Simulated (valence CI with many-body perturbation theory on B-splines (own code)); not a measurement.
**From CI to CI+MBPT in Dy XXVII**

Calculated by valence CI with perturbative core correlation (CI+MBPT): four valence electrons over a frozen Dirac-Fock core [Kr], radial functions for each j: 9 s, 9 p, 10 d, 8 f, 5 g, 3 h, 1 i, with the one-electron correlation potential Σ1, the two-electron term Σ2, the three-electron term Σ3, Breit, model QED; selected CI, second order for the rest (own B-spline code, finite nucleus).

The last digits are not significant, and no measured levels were compared; by estimate large intervals hold to a few tenths of a per cent, small ones and those within an open d or f shell to about a per cent. Only levels of the ground parity were solved; by the run's estimate the other parity begins above the list, which can be wrong where configurations are misplaced.

Each rung adds one term. CI alone is the Dirac-Coulomb CI over the frozen core; QED comes last and gives the full result, which names the levels. Energies are above (4d3/2^4) J=0 on the same rung, in cm⁻¹.

Levels are named by their leading jj configuration (3d3/2^4 stands for four electrons in 3d with j = 3/2), which in mixed levels can hold well under half, so a name can repeat and another be missing. Letters in brackets count levels of one name in rising energy.

| Level | CI alone | + Σ1 | + Σ2 | + Σ3 | + Breit | Full |
| --- | --- | --- | --- | --- | --- | --- |
| (4d3/2^3 4d5/2) J=1 | 52199 | 52735 | 52788 | 53466 | 51753 | 51956 |
| (4d3/2^3 4d5/2) J=2 | 80263 | 80957 | 80276 | 80716 | 78388 | 78643 |
| (4d3/2^3 4d5/2) J=4 | 88430 | 89022 | 86781 | 86493 | 84219 | 84424 |
| (4d3/2^3 4d5/2) J=3 | 92764 | 93458 | 91978 | 91956 | 89592 | 89839 |
| (4d3/2^2 4d5/2^2) J=0 [a] | 130504 | 131537 | 132265 | 132272 | 129094 | 129483 |
| (4d3/2^2 4d5/2^2) J=4 [a] | 139340 | 140441 | 138714 | 139054 | 135210 | 135613 |
| (4d3/2^2 4d5/2^2) J=2 [a] | 142868 | 143812 | 142460 | 142384 | 139385 | 139733 |
| (4d3/2^2 4d5/2^2) J=3 [a] | 145876 | 146916 | 144633 | 144422 | 141015 | 141395 |
| (4d3/2^2 4d5/2^2) J=5 | 159442 | 160560 | 156733 | 156520 | 152475 | 152872 |
| (4d3/2^2 4d5/2^2) J=1 | 161634 | 162750 | 161935 | 161812 | 158293 | 158702 |
| (4d3/2^2 4d5/2^2) J=6 | 169339 | 170488 | 165736 | 165519 | 161062 | 161463 |
| (4d3/2^2 4d5/2^2) J=4 [b] | 178805 | 179946 | 176413 | 175233 | 171209 | 171614 |
| (4d3/2^2 4d5/2^2) J=3 [b] | 180198 | 181275 | 177569 | 176602 | 172982 | 173369 |
| (4d3/2^2 4d5/2^2) J=2 [b] | 179956 | 181077 | 178416 | 177736 | 174002 | 174408 |
| (4d3/2 4d5/2^3) J=4 [a] | 208418 | 209865 | 207770 | 207527 | 202773 | 203297 |
| (4d3/2^2 4d5/2^2) J=2 [c] | 207403 | 208554 | 208605 | 207691 | 204067 | 204487 |
| (4d3/2 4d5/2^3) J=3 [a] | 223600 | 225175 | 224162 | 223701 | 218639 | 219225 |
| (4d3/2^2 4d5/2^2) J=4 [c] | 236156 | 237465 | 233784 | 232253 | 227858 | 228338 |
| (4d3/2 4d5/2^3) J=1 [a] | 236097 | 237663 | 236855 | 235820 | 230928 | 231514 |

Question: How does the ionisation energy move along the ladder, and which term matters most?

Answer: CI alone 921.51, + Σ1 924.05, + Σ2 926.24, + Σ3 926.30, + Breit 925.82, + QED 925.88 eV. The largest step is Σ1, 2.54 eV. NIST lists 924 ± 4 eV (theoretical).
